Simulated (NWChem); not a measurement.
Species: C2H5ClSi; SMILES [SiH3]/C=C\Cl

Computed with NWChem. Geometry: optimised at PBE0/def2-SVP. Level: PBE0/def2-SVP with SMD (1 M gas to 1 M solution), gas-phase geometry. Reactions with the solvent are ignored.

For solvent n-hexane:

| Item | Result |
|---|---|
| solvation free energy (kcal/mol) | -2.1 |
| cavity-dispersion-structure term (kcal/mol) | -1.2 |
| dipole in solution (D) | 1.57 |

Question: What are these values for solvent water?

Answer: 
| Item | Value |
|---|---|
| solvation free energy (kcal/mol) | 1.6 |
| cavity-dispersion-structure term (kcal/mol) | 3.7 |
| dipole in solution (D) | 1.89 |
